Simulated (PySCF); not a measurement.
Electric field gradients and quadrupole coupling constants

C10H14O.
Geometry (PBE0-D3(BJ)/def2-SVP, Å), atoms numbered from 1 in this order:
```xyz
25
C10H14O angstrom
O     -0.4032   -1.7163    2.4417
C     -0.2377   -1.0367    1.4583
C      1.0172   -0.2252    1.1933
C      1.6248   -0.6881   -0.1412
C      0.6077   -0.4983   -1.2702
C      0.2175    0.9798   -1.3665
C     -0.4003    1.4390   -0.0422
C     -1.6477    0.6032    0.2584
C     -1.2676   -0.8841    0.3537
C     -0.6378   -1.3383   -0.9734
C      0.6160    1.2556    1.0887
H      1.7118   -0.3932    2.0292
H      2.5396   -0.1054   -0.3459
H      1.9275   -1.7462   -0.0729
H      1.0534   -0.8278   -2.2232
H     -0.5008    1.1289   -2.1904
H      1.1052    1.5912   -1.6014
H     -0.6810    2.5027   -0.1123
H     -2.4006    0.7359   -0.5369
H     -2.1137    0.9355    1.2008
H     -2.1379   -1.5029    0.6167
H     -0.3767   -2.4082   -0.9233
H     -1.3781   -1.2267   -1.7838
H      1.5163    1.8645    0.8994
H      0.1908    1.6001    2.0460
```

Field gradients from the PBE0/pcSseg-1 density (PySCF, non-relativistic), principal values in atomic units, ordered |Vxx| ≤ |Vyy| ≤ |Vzz|:

| atom | Vxx | Vyy | Vzz |
| --- | --- | --- | --- |
| O1 | 0.5196 | 1.5010 | -2.0207 |

Q: Find the asymmetry η = (Vxx − Vyy)/Vzz and the couplings χ = eQV/h (234.96 MHz × Q in barn × V in au), with Q(17O) = −0.0256 b.

A: 
| atom | environment | nucleus | η | χzz (MHz) | χxx (MHz) | χyy (MHz) |
| --- | --- | --- | --- | --- | --- | --- |
| O1 | ketone oxygen | 17O | 0.49 | 12.15 | -3.13 | -9.03 |

Q: What is Vzz at O1 in SI units (1 au = 9.71736 × 10²¹ V/m²)?

A: -2.0207 au = -19.636 × 10²¹ V/m².

Q: And the gradient at the other heavy atoms, for which no coupling is worked out here?

A: 
| atom | environment | Vzz (au) | η |
| --- | --- | --- | --- |
| C2 | ketone carbonyl carbon | 0.578 | 0.04 |
| C3 | sp3 carbon at a ring junction | -0.053 | 0.78 |
| C4 | ring CH2 carbon | 0.054 | 0.78 |
| C5 | sp3 carbon at a ring junction | -0.030 | 0.28 |
| C6 | ring CH2 carbon | -0.029 | 0.41 |
| C7 | sp3 carbon at a ring junction | -0.031 | 0.30 |
| C8 | ring CH2 carbon | 0.055 | 0.77 |
| C9 | sp3 carbon at a ring junction | -0.053 | 0.77 |
| C10 | ring CH2 carbon | 0.054 | 0.79 |
| C11 | ring CH2 carbon | 0.055 | 0.78 |

Q: What couplings would deuterons (Q(2H) = 0.00286 b) have in place of the hydrogens, at this geometry?

A: 
```json
{"atom": "H12", "bonded to": "C3", "bond length (Å)": "1.100", "Vzz (au)": "0.2861", "η": "0.01", "χzz (kHz)": "192"}
{"atom": "H13", "bonded to": "C4", "bond length (Å)": "1.104", "Vzz (au)": "0.2843", "η": "0.01", "χzz (kHz)": "191"}
{"atom": "H14", "bonded to": "C4", "bond length (Å)": "1.103", "Vzz (au)": "0.2844", "η": "0.01", "χzz (kHz)": "191"}
{"atom": "H15", "bonded to": "C5", "bond length (Å)": "1.102", "Vzz (au)": "0.2851", "η": "0.00", "χzz (kHz)": "192"}
{"atom": "H16", "bonded to": "C6", "bond length (Å)": "1.103", "Vzz (au)": "0.2855", "η": "0.01", "χzz (kHz)": "192"}
{"atom": "H17", "bonded to": "C6", "bond length (Å)": "1.103", "Vzz (au)": "0.2855", "η": "0.01", "χzz (kHz)": "192"}
{"atom": "H18", "bonded to": "C7", "bond length (Å)": "1.102", "Vzz (au)": "0.2853", "η": "0.00", "χzz (kHz)": "192"}
{"atom": "H19", "bonded to": "C8", "bond length (Å)": "1.103", "Vzz (au)": "0.2852", "η": "0.01", "χzz (kHz)": "192"}
{"atom": "H20", "bonded to": "C8", "bond length (Å)": "1.103", "Vzz (au)": "0.2845", "η": "0.01", "χzz (kHz)": "191"}
{"atom": "H21", "bonded to": "C9", "bond length (Å)": "1.100", "Vzz (au)": "0.2862", "η": "0.01", "χzz (kHz)": "192"}
{"atom": "H22", "bonded to": "C10", "bond length (Å)": "1.102", "Vzz (au)": "0.2848", "η": "0.01", "χzz (kHz)": "191"}
{"atom": "H23", "bonded to": "C10", "bond length (Å)": "1.103", "Vzz (au)": "0.2850", "η": "0.01", "χzz (kHz)": "192"}
{"atom": "H24", "bonded to": "C11", "bond length (Å)": "1.103", "Vzz (au)": "0.2852", "η": "0.01", "χzz (kHz)": "192"}
{"atom": "H25", "bonded to": "C11", "bond length (Å)": "1.103", "Vzz (au)": "0.2843", "η": "0.01", "χzz (kHz)": "191"}
```

Isolated species at its PBE0-D3(BJ)/def2-SVP geometry, gas phase. The small basis limits the accuracy of the gradients.

The run behind these numbers computed NMR shieldings as well. Hardware: 2 threads, AMD EPYC 9R45 (x86_64), no GPU, shared host with 96 logical CPUs at a one-minute load of 8.4. Cost: 22 s wall, 56 s CPU, 1.9 GiB resident at most.
